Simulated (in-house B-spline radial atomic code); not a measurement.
## RPA and G0W0 on BHandHLYP: Cs⁷⁺

Configuration [Kr] 4d10 5s2, mean-field start BHandHLYP. Computed with an all-electron radial atomic-structure program (B-spline basis): all electrons, scalar-relativistic (spin-free one-electron X2C), finite nucleus, each spin shell either full or empty, empty states to l = 9 with an (l + 1/2)⁻⁴ tail; G0W0 by contour deformation at full frequency.

Command:
```bash
python run_gw.py task.json out
```
Settings (radii: box in bohr, nucleus in fm):
```
Z                        55
electrons                48
configuration            [Kr] 4d10 5s2
hamiltonian              x2c
method                   bhandhlyp
lmax                     9
rms_radius               4.8041
spin_polarised           False
box_radius               8.41
intervals                66
ion_configuration        [Kr] 4d10 5s1
```

Time taken, with all properties: 7 s on 1 thread of Arm Neoverse V2 (shared host).

Energies (hartree):

```
                                     term        value
                         mean-field total  -7774.65133
Hartree-Fock functional on these orbitals  -7771.80262
                      direct second order      -4.2532
                    second-order exchange       1.1662
                         SOSEX correction        1.098
```

Question: What is the RPA correlation energy, and what remains with SOSEX?

Answer: RPA gives -3.8063 hartree (-2.16 eV per electron); RPA + SOSEX gives -2.7083, and the second-order doubles -3.087 hartree (no singles). RPA lacks exchange-type terms and so overcorrelates at short range.

Quasi-particle levels (eV):

| level | occupied | mean field | Σx - vxc | Σc | QP weight | G0W0 |
| --- | --- | --- | --- | --- | --- | --- |
| 5s | yes | -107.28 | -1.32 | ? | ? | ? |
| 4d | yes | -169.68 | -6.20 | 0.42 | 0.961 | -175.46 |
| 5p | no | -84.68 | 4.30 | -1.75 | 0.973 | -82.14 |

G0W0 = mean field + (Σx - vxc) + Σc, with Σc (partial-wave tail included) taken at the quasi-particle energy. Only the outer levels were computed. Levels of low weight are left out.

Question: Where does G0W0 put 5s?

Answer: At -111.31 eV, with Σc = -2.70 eV and a quasi-particle weight of 0.973. The tabulated removal energy is 110.1 ± 0.6 eV (NIST, semi-empirical); the calculation leaves out spin-orbit coupling, Breit and QED terms, and what these don't explain is the method's own error.

Question: What does it cost to remove one electron (to [Kr] 4d10 5s1) by differences of total energies, each species on its own start (correlation terms add to the Hartree-Fock functional)?

Answer: BHandHLYP 110.68 eV, Hartree-Fock functional 108.39 eV, + RPA 111.11 eV, + RPA + SOSEX 110.53 eV, + second order 111.73 eV. Tabulated: 110.1 ± 0.6 eV (NIST, semi-empirical); the calculation leaves out spin-orbit coupling, Breit and QED terms, and what these don't explain is the method's own error.
